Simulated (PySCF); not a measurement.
C₄H₆OS, SMILES C=C1O[C@@H](C)S1.

Coordinates come from a B3LYP-D3(BJ)/def2-SVP optimisation. The structure was generated by enumeration; whether it is a known compound was not checked.

These are TDA-ωB97X/def2-SVPD in PySCF 2.14.0 values and carry that method's errors.

Vertical excitations. Gas-phase values at a fixed geometry.

```tsv
state	energy (eV)	λ (nm)	f	main pairs
S1	4.28	289	0.000	HOMO→LUMO 83 %
S2	6.17	201	0.001	HOMO−1→LUMO 79 %
S3	6.36	195	0.001	HOMO→LUMO+1 39 %, HOMO→LUMO+6 25 %, HOMO→LUMO+3 22 %
S4	6.64	187	0.245	HOMO→LUMO+2 67 %, HOMO→LUMO+3 15 %
S5	6.66	186	0.193	HOMO→LUMO+1 28 %, HOMO→LUMO+3 25 %, HOMO→LUMO+2 24 %, HOMO→LUMO+4 11 %
S6	7.39	168	0.097	HOMO−2→LUMO 85 %
S7	7.56	164	0.082	HOMO→LUMO+4 42 %, HOMO→LUMO+6 15 %, HOMO−1→LUMO+1 11 %, HOMO→LUMO+7 9 %
S8	7.80	159	0.061	HOMO→LUMO+6 25 %, HOMO→LUMO+5 22 %, HOMO→LUMO+3 17 %, HOMO→LUMO+4 13 %
S9	7.99	155	0.004	HOMO−1→LUMO+2 32 %, HOMO→LUMO+5 19 %, HOMO−3→LUMO 10 %, HOMO→LUMO+7 5 %
S10	8.17	152	0.127	HOMO−1→LUMO+2 34 %, HOMO→LUMO+5 22 %, HOMO→LUMO+7 19 %
T1	3.91	317	0	HOMO→LUMO 76 %, HOMO−1→LUMO 14 %
T2	4.23	293	0	HOMO→LUMO+2 69 %, HOMO→LUMO+5 14 %
T3	5.87	211	0	HOMO−1→LUMO 30 %, HOMO→LUMO+3 18 %, HOMO→LUMO+6 16 %, HOMO→LUMO+1 12 %
T4	6.00	207	0	HOMO−1→LUMO 39 %, HOMO→LUMO+1 15 %, HOMO→LUMO+6 10 %, HOMO→LUMO+3 9 %
```
Triplets are in the Tamm–Dancoff approximation.
